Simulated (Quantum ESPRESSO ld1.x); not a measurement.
ld1.x (Quantum ESPRESSO 7.5) input

```
 &input
    atom='Eu',
    iswitch=1,
    rel=1,
    dft='PZ',
    config='[Kr] 4d10 4f7 5s2 5p5 6s2',
    verbosity='high',
    prefix='ld1',
    max_out_wfc=37,
    file_charge='ld1.rho',
 /
```

It prints (banner and zero overlaps left out):

```
     Program LD1 v.7.5 starts

     --------------------------- All-electron run ----------------------------

     scalar relativistic calculation

     atomic number is 63.00
     dft =PZ   lsd =0 sic =0 latt =0  beta=0.20 tr2=1.0E-14
     Exchange-correlation= PZ
                           (   1   1   0   0   0   0   0)
     mesh =2095 r(mesh) = 100.37019 a.u. xmin = -8.00 dx = 0.00800
     1 Ry =  13.60569312 eV, c = 137.03599908

     n l     nl                  e(Ry)          e(Ha)          e(eV)
     1 0     1S 1( 2.00)   -3552.689096930   -1776.344548465 -48336.7976142
     2 0     2S 1( 2.00)    -584.168967968    -292.084483984  -7948.0237101
     2 1     2P 1( 6.00)    -520.792294804    -260.396147402  -7085.7401439
     3 0     3S 1( 2.00)    -129.134053199     -64.567026599  -1756.9582996
     3 1     3P 1( 6.00)    -109.410865512     -54.705432756  -1488.6106605
     4 0     4S 1( 2.00)     -26.251828415     -13.125914208   -357.1743213
     4 1     4P 1( 6.00)     -19.762292438      -9.881146219   -268.8796863
     3 2     3D 1(10.00)     -82.985942484     -41.492971242  -1129.0812670
     4 2     4D 1(10.00)     -10.720717261      -5.360358630   -145.8627891
     4 3     4F 1( 7.00)      -1.023906471      -0.511953236    -13.9309572
     5 0     5S 1( 2.00)      -4.095463601      -2.047731800    -55.7216209
     5 1     5P 1( 5.00)      -2.523914039      -1.261957020    -34.3395999
     6 0     6S 1( 2.00)      -0.752059432      -0.376029716    -10.2322898

     final scf error:  3.8E-15 reached in  29 iterations

     Etot =  -21671.239336 Ry,  -10835.619668 Ha, -294852.232002 eV

     Ekin =   23213.461991 Ry,   11606.730995 Ha,  315835.240165 eV
     Encl =  -52789.829795 Ry,  -26394.914898 Ha, -718242.224206 eV
     Eh   =    8373.551787 Ry,    4186.775894 Ha,  113927.975965 eV
     Exc  =    -468.423319 Ry,    -234.211659 Ha,   -6373.223925 eV
```

Run on one thread of a shared host, so times are rough (Intel(R) Xeon(R) Processor @ 2.60GHz): 0.51 s of CPU time, 1.9 s wall, 29 iterations on 2095 mesh points.
